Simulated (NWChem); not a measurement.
GeIF$_{3}$; SMILES [I][Ge]([F])([F])[F]

Program: NWChem. Geometry: optimised at PBE0/def2-SVP. Not confirmed as a minimum by frequencies. def2 effective core potentials on I; no spin-orbit coupling.

Diagonal of the polarisability tensor at B3LYP/def2-SVPD, static: 53.45, 53.45, 76.75 bohr³.

Q: Find the mean polarisability volume, the molar refraction, and the refractive index that an ideal gas of it would have at 273.15 K and 1 atm.

A: 
1. Mean: one third of the trace = 61.22 bohr³ × 0.14818 Å³/bohr³ = 9.07 Å³.
2. Molar refraction (Lorentz-Lorenz): (4π/3) N_A α = 22.9 cm³/mol.
3. Number density p/kT = 2.687 × 10⁻⁵ Å⁻³; n − 1 = 2π N α = 15.31 × 10⁻⁴.
4. These hold the electronic response alone: vibrational and orientational terms add to the static dielectric constant.
